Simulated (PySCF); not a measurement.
Gas-phase thermal properties of VF5

Computed with PySCF (xtb for GFN2) and rigid-rotor harmonic-oscillator thermochemistry at 1 bar. 6-31G* has spherical d functions here. All species are closed-shell singlets. B3LYP is the form with VWN-RPA correlation. The harmonic model lacks anharmonicity and excited electronic states, which grow with temperature; levels with a mode under 35 cm⁻¹ are left out. Soft modes under 120 cm⁻¹ make the harmonic entropy rough for VF5.

| level | point group | σ | ZPE (kJ/mol) | S°298 (J/mol/K) | Cp298 (J/mol/K) | S°1000 (J/mol/K) | H1000 − H298 (kJ/mol) |
|---|---|---|---|---|---|---|---|
| B3LYP/6-31G* | D3h | 6 | 34.4 | 327.9 | 98.0 | 469.1 | 83.9 |
| GFN2-xTB | D3h | 6 | 28.9 | 330.9 | 105.4 | 477.5 | 86.6 |
| HF/6-31G* | D3h | 6 | 37.9 | 320.8 | 93.8 | 458.9 | 82.3 |
| PBE/def2-SVP | D3h | 6 | 32.7 | 330.6 | 100.0 | 473.2 | 84.6 |
| PBE0/def2-TZVP | D3h | 6 | 33.9 | 329.2 | 98.5 | 470.7 | 84.0 |
σ: rotational symmetry number. Electronic degeneracy used: 1. Frequencies are unscaled.
